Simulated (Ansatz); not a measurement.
Geometry optimisation, DFT PBE, scalar-relativistic, plane waves, PAW in Ansatz.

The input (input.yaml):

```yaml
crystal:
  lattice:
    - [7.67918, 0.0, 0.0]
    - [0.0, 7.67918, 0.0]
    - [0.0, 0.0, 18.254362]
  atoms:
    - { symbol: H, position: [0.40939201, 0.0, 0.05478143] }
    - { symbol: H, position: [0.09060797, 0.0, 0.05478143] }
    - { symbol: H, position: [0.90939198, 0.0, 0.05478143] }
    - { symbol: H, position: [0.59060795, 0.0, 0.05478143] }
    - { symbol: H, position: [0.40939201, 0.49999998, 0.05478143] }
    - { symbol: H, position: [0.09060797, 0.49999998, 0.05478143] }
    - { symbol: H, position: [0.90939198, 0.49999998, 0.05478143] }
    - { symbol: H, position: [0.59060795, 0.49999998, 0.05478143] }
    - { symbol: Si, position: [0.24999999, 0.0, 0.10219475] }
    - { symbol: Si, position: [0.74999997, 0.0, 0.10219475] }
    - { symbol: Si, position: [0.24999999, 0.49999998, 0.10219475] }
    - { symbol: Si, position: [0.74999997, 0.49999998, 0.10219475] }
    - { symbol: Si, position: [0.24999999, 0.24999999, 0.17656054] }
    - { symbol: Si, position: [0.74999997, 0.24999999, 0.17656054] }
    - { symbol: Si, position: [0.24999999, 0.74999997, 0.17656054] }
    - { symbol: Si, position: [0.74999997, 0.74999997, 0.17656054] }
    - { symbol: Si, position: [0.0, 0.24999999, 0.25092633] }
    - { symbol: Si, position: [0.49999998, 0.24999999, 0.25092633] }
    - { symbol: Si, position: [0.0, 0.74999997, 0.25092633] }
    - { symbol: Si, position: [0.49999998, 0.74999997, 0.25092633] }
    - { symbol: Si, position: [0.0, 0.0, 0.32529211] }
    - { symbol: Si, position: [0.49999998, 0.0, 0.32529211] }
    - { symbol: Si, position: [0.0, 0.49999998, 0.32529211] }
    - { symbol: Si, position: [0.49999998, 0.49999998, 0.32529211] }
    - { symbol: Si, position: [0.24999999, 0.09690689, 0.39746664] }
    - { symbol: Si, position: [0.74999997, 0.09690689, 0.39746664] }
    - { symbol: Si, position: [0.24999999, 0.40309309, 0.37774533] }
    - { symbol: Si, position: [0.74999997, 0.40309309, 0.37774533] }
    - { symbol: H, position: [0.24999999, 0.46898023, 0.45218572] }
    - { symbol: H, position: [0.74999997, 0.46898023, 0.45218572] }
    - { symbol: O, position: [1.00714819, 0.45869033, 0.43520347], spin: 1.0 }
    - { symbol: O, position: [0.92553044, 0.60997109, 0.43794255] }
magnetization:
  spin_polarized: true
basis:
  ecutwfc: 420.0
kpoints:
  mp_grid: { grid: [2, 2, 1] }
hamiltonian:
  xc: pbe
  pseudopotentials: { kind: paw, azcp: { folder: soft_1 } }
scf:
  occupations: { method: fermi_dirac, width: 0.02 }
  lower_state_search: "off"
relax:
  f_tol: 0.03
  max_steps: 60
  adjacent_minimum: "off"
  constraints: [{ sites: [0, 1, 2, 3, 4, 5, 6, 7, 8, 9, 10, 11] }]
output:
  write_density: true
  write_potential: true
  elf: true
  volumetric_format: npy
```

Command:

```bash
$ ansatz run input.yaml --threads 4 --pin off --max-ram 10240MiB --backend cpu --events-out ev --progress --plain --runs-dir out
```

Question: Where does it end, and by what steps?

Answer: The forces met the threshold. The force dipped under the threshold on the way, but the program's further checks kept it going. Limits of this set-up: coarse k mesh, thin slab, slab without dipole correction, no dispersion correction for a molecule that may bind weakly, a typed lattice constant that wasn't relaxed here. After 22 steps the energy has fallen by 5.748 eV; O32 moved furthest, 1.84 Å. Parted: Si23–Si27 (2.27 → 3.46 Å), Si23–O31 (2.03 → 2.64 Å).

```csv
step,energy less start (eV),largest force component (eV/Å),accepted
0,0.0000,3.098,yes
1,-1.4039,2.130,yes
2,-2.2315,1.000,yes
3,-2.6480,1.049,yes
4,-3.0078,1.565,yes
5,-3.4446,2.190,yes
6,-4.0773,1.558,yes
7,-4.4215,1.457,yes
8,-4.6079,0.612,yes
9,-4.8139,0.803,yes
10,-5.1079,0.982,yes
11,-5.2604,1.449,yes
12,-5.3991,0.508,yes
13,-5.5003,0.416,yes
14,-5.5327,0.471,yes
15,-5.6009,0.609,yes
16,-5.6773,0.490,yes
17,-5.7113,0.239,yes
18,-5.7323,0.194,yes
19,-5.7437,0.224,yes
20,-5.7452,0.111,yes
21,-5.7475,0.024,yes
22,-5.7475,0.024,yes
```

```xyz
32
Lattice="7.6792 0.0000 0.0000 0.0000 7.6792 0.0000 0.0000 0.0000 18.2544" Properties=species:S:1:pos:R:3
H 3.144 0.000 1.000
H 0.696 0.000 1.000
H 6.983 0.000 1.000
H 4.535 0.000 1.000
H 3.144 3.840 1.000
H 0.696 3.840 1.000
H 6.983 3.840 1.000
H 4.535 3.840 1.000
Si 1.920 0.000 1.865
Si 5.759 0.000 1.865
Si 1.920 3.840 1.865
Si 5.759 3.840 1.865
Si 1.973 1.916 3.166
Si 5.826 1.927 3.206
Si 1.891 5.756 3.267
Si 5.677 5.757 3.238
Si 0.107 1.994 4.555
Si 3.883 1.856 4.501
Si -0.081 5.851 4.584
Si 3.792 5.666 4.708
Si 0.021 0.103 5.962
Si 3.867 -0.015 5.952
Si -0.178 3.922 5.911
Si 3.792 3.641 6.005
Si 1.967 0.441 7.217
Si 5.772 0.708 7.125
Si 2.471 2.699 7.767
Si 5.733 3.103 7.185
H 3.288 2.654 9.028
H 5.726 3.658 8.576
O 8.823 3.677 8.188
O 8.651 4.572 6.992
```

Whether the end is a true minimum wasn't checked by a vibrational analysis.

Time of the run: 5.1 min on 4 threads of AMD EPYC 9B14 (Zen 4), on a shared host, peak memory 2.9 GiB.
